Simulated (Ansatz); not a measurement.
Two structures of AlH$_{3}$OF$_{2}$, closed shell, reached by relaxing down either side of one saddle point (PBE0-D4/def2-TZVP). Energies are electronic, without zero-point energy. Computed with Ansatz 0.2.0 (basis: def2-TZVPP and def2-QZVPP); correlated methods freeze the cores. Extrapolation: Hartree–Fock as exp(−7.88 √X), correlation as X^−2.97. First:

```
7
angstrom
Al -0.3478 0.0701 -0.5226
O 1.1542 0.8240 -0.5500
F -0.5377 -1.5062 -0.9446
F -1.6919 0.9860 -0.3287
H 0.0606 -0.1966 1.5983
H -0.5982 -0.5677 1.5689
H 1.9609 0.3904 -0.8212
```

Second:

```json
{"atom": "Al1", "x (Å)": "-0.8243", "y (Å)": "-0.2234", "z (Å)": "-0.0281"}
{"atom": "O2", "x (Å)": "0.9866", "y (Å)": "0.5541", "z (Å)": "0.0231"}
{"atom": "F3", "x (Å)": "-0.3751", "y (Å)": "-1.3185", "z (Å)": "-1.2034"}
{"atom": "F4", "x (Å)": "-1.7488", "y (Å)": "1.0476", "z (Å)": "-0.5423"}
{"atom": "H5", "x (Å)": "1.4258", "y (Å)": "0.6176", "z (Å)": "0.8778"}
{"atom": "H6", "x (Å)": "-1.0173", "y (Å)": "-0.7314", "z (Å)": "1.4515"}
{"atom": "H7", "x (Å)": "1.5532", "y (Å)": "0.0539", "z (Å)": "-0.5787"}
```

(1) Which bonds change from the first to the second?

(2) Give the saddle point's structure and its height above each. (To be estimated.)

T1 diagnostic: at most 0.013.

Answers

(1) AlHOF₂ ([OH][Al]([F])[F]) + H₂ → AlHF₂ ([F][AlH][F]) + H₂O (still joined by a long Al–O bond); bonds formed: Al1–H6, O2–H5; bonds broken: H5–H6; bonds weakened to dative contacts: Al1–O2.

(2) By the calculation: 105.2 kJ/mol above the first and 88.8 kJ/mol above the second (CCSD(T) at an estimated basis limit (MP2 extrapolated from triple and quadruple zeta, plus CCSD(T) − MP2 in triple zeta)).
```
7
angstrom
Al -0.6405 -0.0908 -0.2832
O 1.0059 0.6308 -0.0342
F -0.5943 -1.4791 -1.1616
F -1.8644 0.9788 -0.4872
H 0.5818 0.0809 0.9889
H -0.2920 -0.3775 1.3984
H 1.8036 0.2569 -0.4211
```

Labels in which every atom is bracketed show which atoms are joined, not bond orders.

For scale, one of the runs: CCSD(T)/def2-TZVPP, 177 basis functions (an equivalent command: `ansatz run in.yaml --threads 2`). Hardware: 2 CPU threads, shared host. Wall time 30 s; peak host memory 1.8 GiB.
